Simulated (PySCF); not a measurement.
2-methoxybut-1-en-3-yne (C5H6O), SMILES O(C(=C)C#C)C. Atoms are numbered in the order given.

```xyz
12

C      1.1205     2.0019     0.0000
C      0.3096     1.0987     0.0000
C     -0.6471     0.0273     0.0000
C     -1.9738     0.2618     0.0000
O     -0.1937    -1.2579     0.0000
C      1.1988    -1.5034     0.0000
H      1.8309     2.8070     0.0000
H     -2.3511     1.2829     0.0000
H     -2.6746    -0.5749     0.0000
H      1.3165    -2.5953     0.0000
H      1.6900    -1.0870     0.8959
H      1.6900    -1.0870    -0.8959
```

Geometry: B3LYP-D3(BJ)/def2-SVP. The values are those of a single conformer.

Two levels are set side by side: PBE/pcSseg-1 (PySCF) and PBE0/pcSseg-1 (PySCF). GIAO shifts against H2O (¹⁷O), TMS (¹H), TMS (¹³C) at the same level; non-relativistic, no solvent, atoms listed together averaged. Differences are taken from unrounded values.

```csv
quantity,PBE0,PBE,PBE minus PBE0
δ(¹³C) of C1 (ppm),91.4,88.3,-3.1
δ(¹³C) of C2 (ppm),81.8,83.0,1.2
δ(¹³C) of C3 (ppm),152.8,150.9,-1.9
δ(¹³C) of C4 (ppm),109.8,105.8,-4.1
δ(¹⁷O) of O5 (ppm),100.7,121.2,20.5
δ(¹³C) of C6 (ppm),58.5,60.0,1.5
δ(¹H) of H7 (ppm),3.40,3.26,-0.14
"δ(¹H) of H10, H11, H12 (ppm)",3.92,4.01,0.09
```

Rough cost on one machine, each run with all the roots and properties that it gave: PBE0 against PBE within a factor of 2.
